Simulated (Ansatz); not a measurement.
GaH, SMILES [GaH] (connectivity only; charge and spin as stated), neutral, multiplicity 1.

Coordinates come from a PBE0-D3(BJ)/def2-TZVPD optimisation.

Two levels are set side by side: PBE/def2-TZVPD (Ansatz, a quantum-chemistry and plane-wave program) and CAM-B3LYP/def2-TZVPD (Ansatz). Energy differences of separate SCF runs at the same geometry; the states with an electron removed or added have multiplicity 2 and 2. Differences are taken from unrounded values.

```json
[
 {"quantity": "vertical ionisation energy (eV)", "PBE": "8.37"},
 {"quantity": "vertical singlet–triplet gap (eV)", "PBE": "2.07"}
]
```

### Question
These are the PBE values. What does CAM-B3LYP give? (An estimate is asked for; the answer gives what the named calculation found.)

### Answer

```csv
quantity,CAM-B3LYP,PBE minus CAM-B3LYP
vertical ionisation energy (eV),8.48,-0.11
vertical singlet–triplet gap (eV),2.18,-0.11
```
